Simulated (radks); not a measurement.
The numbers below are computed, except where a source is named.
Ionisation of the cerium ion Ce24+, [Ar] 3d10 4s2 4p4, to [Ar] 3d10 4s2 4p3 as the strength of local exchange is varied. Level of theory: Dirac Kohn-Sham, Slater X-alpha exchange (alpha = 2/3 is LDA exchange), no correlation, spin-unpolarised, spherical densities, point nucleus; open shells are shared between the two j in proportion to 2j + 1 (a radial shooting solver on a logarithmic mesh with Libxc functionals).

alpha	E(Ce24+) (hartree)	exchange (hartree)	IE (eV)	-e of the level emptied (eV)	<r> of it (bohr)
0.592	-8570.4720	-153.3919	827.08	799.53 (4p3/2)	0.6045
0.667	-8589.9221	-173.1277	832.33	804.74 (4p3/2)	0.6025
0.823	-8630.4874	-214.3962	843.32	815.64 (4p3/2)	0.5984
0.907	-8652.3912	-236.7399	849.26	821.54 (4p3/2)	0.5963
0.947	-8662.8366	-247.4097	852.10	824.36 (4p3/2)	0.5952
0.984	-8672.5073	-257.2967	854.73	826.97 (4p3/2)	0.5943

NIST Atomic Spectra Database: 824 +/- 4 eV (theoretical). The central value is not met in this range of alpha. Spin polarisation and multiplet splitting are left out, so open shells lie too high by an amount that depends on their filling. Sharing an open shell by 2j + 1 raises it above the true ground level by a part of the spin-orbit splitting, which enters the differences from NIST.

Beside tabulated values, note that spin-unpolarised runs miss the spin-polarisation part of the exchange energy of open shells.
